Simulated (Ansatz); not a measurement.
System: CH4BS2, charge -1, multiplicity 1. It need not be the lowest isomer of its formula. Whether it binds its extra electron was not tested at this geometry. 
Geometry from a B3LYP-D3(BJ)/def2-TZVP (Ansatz, a program for electronic structure) optimisation:
```
B
C 1 1.5986
H 2 1.0917 1 111.04
H 2 1.0973 3 108.27 1 -122.55
H 2 1.0973 3 108.27 4 -114.90
S 1 1.7364 2 127.11 3 0.00
S 1 1.8970 2 113.83 3 180.00
H 7 1.3497 1 100.12 2 0.00
```
Charge -1, spin multiplicity 1.

Basis-set convergence of Hartree-Fock and MP2 correlation energies (hartree) with Ansatz. Correlated levels leave the core frozen unless marked. Spin-orbit coupling is left out. Non-relativistic.

| basis | functions | E(HF) | E(corr, MP2) |
|---|---|---|---|
| aug-cc-pV(D+d)Z | 146 | -860.07093 | -0.53974 |
| aug-cc-pV(T+d)Z | 294 | -860.10768 | -0.65801 |
| aug-cc-pV(Q+d)Z | 522 | -860.11726 | -0.70024 |

Extrapolating the two largest sets (X = 3 and 4) as X^-3: E(corr) = (64·(-0.70024) - 27·(-0.65801))/37 = -0.7311 Eh, an estimate of the basis-set limit. The largest set recovers 95.8 % of it, the smallest 73.8 %.
